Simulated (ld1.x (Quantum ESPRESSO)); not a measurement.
Logarithmic derivatives: iodine (I), TM

ld1.x (Quantum ESPRESSO) 7.5 input, shortened:

```
&input
   title='I', zed=53., rel=2, dft='PBE', iswitch=3,
   config='[Kr] 4d10 5s2 5p5 5d-2', rel_dist='average'
 /
 &inputp
   pseudotype=2, tm=.true., lloc=0,
   nlcc=.false.
 /
3
5P  2  1   5.00   0.00  1.60  1.60  0.0
5D  3  2  -2.00   0.05  1.30  1.30  0.0
5S  1  0   2.00   0.00  1.45  1.45  0.0
 &test
   configts(1)='5s2 5p5'
 /
```

Open shells are filled in proportion to 2j + 1 (rel_dist='average').

The phase is arctan(r·u′/u) with u = r·R(r), unwrapped; energies in Ry, scanned from -3 to 5 Ry. A pole is an energy at which the radial function vanishes at the test radius. The pseudo phase is shifted by a multiple of π to meet the all-electron one at the reference energy, and phase errors are pseudo minus all-electron; the curves can meet again beyond the range given. Levels narrower than the energy grid can be missing from the lists of poles.

**Question.** For each channel, where are the poles, and over which energies does the pseudopotential scatter like the atom?

**Answer.**

```tsv
channel	radius (bohr)	reference energy (Ry)	poles, all-electron	poles, pseudo	unbroken range about the reference energy with phases within 0.05 rad	phase error 1 Ry above the reference energy (rad)
s	1.75	-1.28	4.63	3.01	below 2.1	-0.013
p1/2	1.75	-0.57	none	none	the whole range	-0.004
p3/2	1.75	-0.50	none	none	the whole range	-0.017
d3/2	1.75	0.05	none	-2.67	-2.2 to 2.3	+0.005
d5/2	1.75	0.05	none	-2.63	-2.2 to 2.4	+0.005
```

Phases in the d5/2 channel:

```tsv
E (Ry)	all-electron	pseudo
-3.00	1.518	1.919
-2.52	1.438	1.529
-2.04	1.390	1.423
-1.56	1.352	1.366
-1.08	1.317	1.323
-0.60	1.282	1.284
-0.12	1.244	1.244
0.36	1.199	1.200
0.84	1.144	1.147
1.32	1.072	1.080
1.80	0.972	0.992
2.28	0.827	0.869
2.76	0.605	0.691
3.24	0.265	0.425
3.72	-0.179	0.057
4.20	-0.591	-0.350
4.68	-0.881	-0.688
```
